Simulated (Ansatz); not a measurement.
`[OH][In]([F])[O][SiH3]`. Charge 0, multiplicity 1. In: def2 effective core potential. All single points use the PBE0-D4/def2-TZVP geometry. It is one conformer, not always the lowest.

```xyz
9

O    -2.674    1.548   -0.771
In   -1.118    0.776    0.127
F    -0.873    1.161    2.018
O     0.222   -0.357   -0.714
Si    1.590   -1.118   -0.229
H    -3.200    2.073   -0.160
H     2.593   -0.146    0.287
H     2.159   -1.828   -1.404
H     1.302   -2.108    0.846
```

(1) What is the dipole moment at PBE/def2-TZVPP? (An estimate is asked.)

(2) And with r2SCAN, B3LYP, ωB97M-V? (An estimate is asked.)

(3) Give the Mulliken charges with PBE, r2SCAN, B3LYP in def2-TZVPP. (An estimate is asked.)

Results:

(1) Ansatz gave: 1.20 D, with components (-0.97, 0.51, -0.47) D in this frame, pointing from negative to positive charge.

(2) Computed: r2SCAN 1.20 D, B3LYP 1.12 D, ωB97M-V 1.13 D.

(3) Computed: 
| atom | PBE | r2SCAN | B3LYP |
| --- | --- | --- | --- |
| O1 | -0.43 | -0.49 | -0.47 |
| In2 | 0.97 | 1.12 | 1.12 |
| F3 | -0.43 | -0.47 | -0.48 |
| O4 | -0.46 | -0.56 | -0.54 |
| Si5 | 0.35 | 0.45 | 0.42 |
| H6 | 0.19 | 0.21 | 0.19 |
| H7 | -0.07 | -0.09 | -0.08 |
| H8 | -0.06 | -0.08 | -0.08 |
| H9 | -0.07 | -0.09 | -0.08 |

B3LYP here is the variant with VWN-RPA as its local correlation; programs differ in this.
